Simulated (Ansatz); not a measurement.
A run for Ansatz (a quantum-chemistry and plane-wave program): R-r2SCAN/def2-TZVPPD on AlH3 (SMILES [AlH3]) with ghost functions, monomers drawn apart or pushed together. Files ending in .json are basis or fitting sets from the Basis Set Exchange.

Ansatz 0.2 input:
```yaml
crystal:
  periodic: [false, false, false]
  atoms:
    - {symbol: Al, position_ang: [-0.03534412, 0.15324321, -0.40981655]}
    - {symbol: H, position_ang: [-1.49527161, -0.22021759, -0.92851754]}
    - {symbol: H, position_ang: [1.14634410, -0.86223162, -0.74494603]}
    - {symbol: H, position_ang: [0.33283800, 1.70001927, -0.30106647]}
basis:
  gaussian:
    orbitals: def2-TZVPPD.json
    ghost_atoms:
      - {symbol: C, position_ang: [-0.77257624, -1.13179932, 5.66652179]}
      - {symbol: C, position_ang: [-0.60196991, -0.83453043, 4.26041739]}
      - {symbol: N, position_ang: [-0.46664697, -0.59964538, 3.14928256]}
      - {symbol: H, position_ang: [-0.32637323, -2.10023079, 5.89459563]}
      - {symbol: H, position_ang: [-0.28651918, -0.36217370, 6.26685697]}
      - {symbol: H, position_ang: [-1.83496078, -1.15977776, 5.91053328]}
hamiltonian:
  xc: {name: r2SCAN}
scf: {lower_state_search: off}
```

Output:

```
WARN ansatz: RAYON_NUM_THREADS=2 ignored (pool sized by the plan → 2); use --threads N
Functional definition: r2SCAN
these checks for a lower state are left out or cut short: stability, starts, cluster_reference, orbital_swaps, neighbouring_geometries, increment
integrals: 0.16 GiB planned
1123 factors; their error is unknown
mean field: 1.16 GiB planned
mean field evaluation 1: about -6643.2747 eV, gradient 1.4e1 eV
mean field evaluation 2: about -6643.8360 eV, gradient 6.8e0 eV
mean field evaluation 4: about -6643.9973 eV, gradient 8.0e-2 eV
mean field evaluation 8: about -6643.9909 eV, gradient 1.1e-3 eV
mean field -6643.99093410 eV, -244.1621633695 hartree, gradient 7.0e-6 eV, S^2 0.000000; 0 other end points of the search recorded, 0 dependent functions left out
reference -6643.99094763 eV, -244.1621638667 hartree; 8, 8 occupied and 253, 253 virtual orbitals, 1123 factors
Total energy: -6643.99094763 eV, -244.1621638667 hartree
Checks for a lower state left out: stability, starts, cluster_reference, orbital_swaps, neighbouring_geometries, increment
```

The run converged.

Cost: about 2.5 core-seconds (a rough figure).
